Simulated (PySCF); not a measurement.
# Highest orbital energy against ionisation energy along the alkaline earths

Calculated with PySCF 2.14, no spin-orbit coupling. Each cell gives −ε(HOMO) / ΔSCF in eV; NIST values include spin-orbit coupling, (s) semi-empirical, (t) theoretical.

```json
{"species": "Be⁺ (aug-cc-pCVTZ-DK, spin-free X2C)", "UHF": "18.132 / 18.129", "LDA": "14.300 / 18.254", "PBE": "14.464 / 18.494", "PBE0": "15.477 / 18.455", "r2SCAN": "14.602 / 18.187", "NIST (lowest levels)": "18.211"}
{"species": "Mg⁺ (aug-cc-pCVTZ-DK, spin-free X2C)", "UHF": "14.759 / 14.745", "LDA": "12.000 / 15.372", "PBE": "11.914 / 15.358", "PBE0": "12.723 / 15.254", "r2SCAN": "12.073 / 15.043", "NIST (lowest levels)": "15.035"}
{"species": "Ca⁺ (aug-cc-pwCVTZ-X2C, spin-free X2C)", "UHF": "11.380 / 11.357", "LDA": "9.507 / 12.165", "PBE": "9.344 / 12.035", "PBE0": "9.955 / 11.920", "r2SCAN": "9.418 / 11.717", "NIST (lowest levels)": "11.872"}
{"species": "Sr⁺ (aug-cc-pwCVTZ-X2C, spin-free X2C)", "UHF": "10.476 / 10.446", "LDA": "8.876 / 11.365", "PBE": "8.680 / 11.191", "PBE0": "9.236 / 11.063", "r2SCAN": "8.762 / 10.868", "NIST (lowest levels)": "11.030"}
{"species": "Ba⁺ (aug-cc-pwCVTZ-X2C, spin-free X2C)", "UHF": "9.402 / 9.368", "LDA": "8.065 / 10.318", "PBE": "7.863 / 10.132", "PBE0": "8.357 / 10.002", "r2SCAN": "7.921 / 9.805", "NIST (lowest levels)": "10.004"}
```

How far is −ε(HOMO) from ΔSCF on average for each method, and why?

UHF 0.02 eV; LDA -2.95 eV; PBE -2.99 eV; PBE0 -2.19 eV; r2SCAN -2.57 eV. Hartree-Fock orbital energies lack relaxation and so exceed the ΔSCF value; semilocal functionals have convex E(N) from self-interaction, so their HOMO lies far too high; exact exchange moves hybrids part of the way back.
